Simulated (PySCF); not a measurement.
## Assigning NMR signals

Geometry (Å), atoms numbered from 1 in this order:
```xyz
18

C     2.5053    1.7476   -1.4482
C     2.3025    0.8114   -0.7208
C     2.1003   -0.2766    0.1404
C     0.8858   -0.8057    0.3859
C     0.7830   -1.8932    1.2640
N     0.6570   -2.7837    1.9796
Si   -0.7258   -0.1488   -0.4003
C    -1.0046    1.6140    0.2551
C    -2.1471   -1.3018    0.0978
H     2.6750    2.5618   -2.0875
H     2.9950   -0.6765    0.6075
H    -0.5193   -0.1505   -1.8582
H    -1.9219    2.0348   -0.1448
H    -1.0797    1.6302    1.3396
H    -0.1867    2.2698   -0.0282
H    -1.9468   -2.3282   -0.1955
H    -3.0786   -1.0001   -0.3714
H    -2.3023   -1.2983    1.1734
```

[PySCF 2.14.0 with density-fitted response routines: shielding tensors at PBE0/pcSseg-1 (GIAO); structure optimised with GFN2-xTB; rapidly exchanging positions averaged; one conformer; non-relativistic Hamiltonian; no solvent model]

References, each an isolated molecule treated in the same way: ¹³C, ¹H against TMS.

(1) Assign these signals to the numbered atoms. ¹³C{¹H} NMR (computed): δ 146.1 (CH), 136.2 (C), 124.4 (C), 107.5 (CH), 86.2 (C), -4.2 (CH3).

(2) Assign these signals to the numbered atoms. ¹H NMR (600 MHz, computed): δ 7.04 (d, 1H), 4.91 (sept, 1H), 3.79 (d, 1H), 0.42 (d, 6H).

## Answers

(1) 
146.1 → C3, alkene CH: an sp2 carbon of a C=C bond
136.2 → C4, fully substituted alkene carbon: the olefinic region
124.4 → C5, nitrile carbon: typical of a nitrile
107.5 → C1, terminal alkyne carbon
86.2 → C2, alkyne carbon: sp carbons lie upfield of alkene carbons because the cylindrical π system leaves one tensor component strongly shielded
-4.2 → C8/C9, methyl carbon bonded to Si: an electropositive neighbour leaves it electron-rich and shielded

(2) 
```tsv
δ (ppm)	atoms	environment	reason
7.04	H11	hydrogen on an alkene CH	a vinylic proton, deshielded by the sp2 carbon and the C=C anisotropy
4.91	H12	hydrogen on a silicon bonded to 3 C	–
3.79	H10	hydrogen on a terminal alkyne carbon	–
0.42	H13/H14/H15/H16/H17/H18	hydrogen on a methyl carbon bonded to Si	an electropositive neighbour shields it, as in TMS itself
```

Shifts are as computed. Against solution values, carbons near 30 ppm lie about +3 ppm off and those near 130 ppm about +5 ppm. Of 1309 compounds with measured shifts, 239 miss one by over three times the rms of a fit or turn the order of signals round; such compounds aren't used in these exercises. Multiplicities follow the n + 1 count of equivalent neighbours, as no J values were calculated; m marks all less simple cases, F and P coupling included.
